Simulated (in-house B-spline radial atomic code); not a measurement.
Te⁺. Computed with a B-spline radial atomic code. Model: non-relativistic spherical atom: semilocal Troullier-Martins pseudo-atom, one channel per l, against all electrons, high spin, G0W0 and RPA with empty states to l = 8, local potential for every l without a channel, a model core (radius 0 = none) keeps its share of the functional.

The core holds an angular momentum without a channel of its own, so the local potential lets valence electrons into it.

Without relativity these are model numbers for so heavy an element.

What the tables leave out is listed at the end.

The pseudopotential gives back the lowest level of each angular momentum of its own functional in the configuration it was made in; a second state of the same l is only approximately right. Exact exchange, RPA and GW see the smooth pseudo-orbitals and miss the exchange with the core, for which the functional's share stands in. The column with an uncorrelated core keeps all orbitals and exact exchange, and so separates missing core correlation from pseudisation. Only the three outermost levels and the lowest empty one were computed. RPA here is direct RPA, with no exchange kernel, and its energies carry an (l + 1/2)⁻⁴ tail. A hybrid on a potential with a model core restores only its own semilocal share of the core's exchange.

Command:
```bash
python run_psgw.py task.json out
```
Settings (lengths in bohr, energies in hartree):
```
Z                      52
electrons              51
configuration          [Kr] 4d10 5s2 5p3
generated_in           [Kr] 4d10 5s2 5p4
functional             lda,vwn
core_shells            9
radius_factor          0.9
core_correction        True
```

Run time, properties included: 40 s on 1 thread of Arm Neoverse N1, on a shared host.

Given: made with LDA VWN5; model core radius 1.54 bohr; local radius 1.704 bohr; mean-field start LDA VWN5.

Valence shells of the generating configuration: 5s, 5p.

Channel: s 1.661, p 1.948 (radii in bohr).

Computed: largest level miss in the spin-unpolarised generating configuration 0 eV; valence RPA correlation energy all-electron orbitals -0.17323 hartree; valence RPA correlation energy pseudo -0.30626 hartree; all-electron RPA polarisability, core included 19.8 bohr³.

```json
{"level": "5p up", "occupied": "1", "mean-field all-electron (eV)": "-14.597", "mean-field pseudo minus all (eV)": "-0.005", "G0W0 all-electron (eV)": "-18.842", "G0W0 uncorrelated core minus all (eV)": "0.316", "G0W0 pseudo minus all (eV)": "-0.237", "exchange self-energy all-electron (eV)": "-17.545", "exchange self-energy pseudo (eV)": "-14.563"}
{"level": "5s down", "occupied": "1", "mean-field all-electron (eV)": "-21.232", "mean-field pseudo minus all (eV)": "-0.011", "G0W0 all-electron (eV)": "-25.112", "G0W0 uncorrelated core minus all (eV)": "0.816", "G0W0 pseudo minus all (eV)": "-0.371", "exchange self-energy all-electron (eV)": "-16.427", "exchange self-energy pseudo (eV)": "-11.613"}
```

**Question.** What is the pseudo-atom RPA polarisability?

**Answer.** 23.831 bohr³.

Given: mean-field start PBE0.

Computed: valence RPA correlation energy all-electron orbitals -0.15762 hartree; valence RPA correlation energy pseudo -0.23567 hartree; all-electron RPA polarisability, core included 17.773 bohr³.

```tsv
level	occupied	mean-field all-electron (eV)	mean-field pseudo minus all (eV)	G0W0 all-electron (eV)	G0W0 uncorrelated core minus all (eV)	G0W0 pseudo minus all (eV)	exchange self-energy all-electron (eV)	exchange self-energy pseudo (eV)
5p up	1	-15.79	0.083	-19.017	0.304	0.021	-17.432	-14.472
5s down	1	-21.711	0.324	-25.107	0.813	0.477	-16.167	-11.413
5p down (empty)	0	-11.207	0.046	-9.0768	0.347	-0.765	-5.0398	-2.3516
```

**Question.** What is the pseudo-atom RPA polarisability?

**Answer.** 20.58 bohr³.

Among the listed levels the largest G0W0 shift of the pseudo-atom is -0.77 eV, for 5p down (empty) on the PBE0 start, while leaving the core uncorrelated moves that level by +0.35 eV. So pseudisation and the lost core exchange, not the missing core correlation, make the error. Not in the tables (levels of low weight, unsolved or above zero; the highest and the empty levels are kept at any weight): on LDA the G0W0 levels 5s up (pseudo minus all +1.57 eV, weights 0.17 and 0.22); on PBE0 the G0W0 levels 5s up (pseudo minus all +0.38 eV, weights 0.26 and 0.36); no Hartree-Fock pseudo-atom is run with a model core.
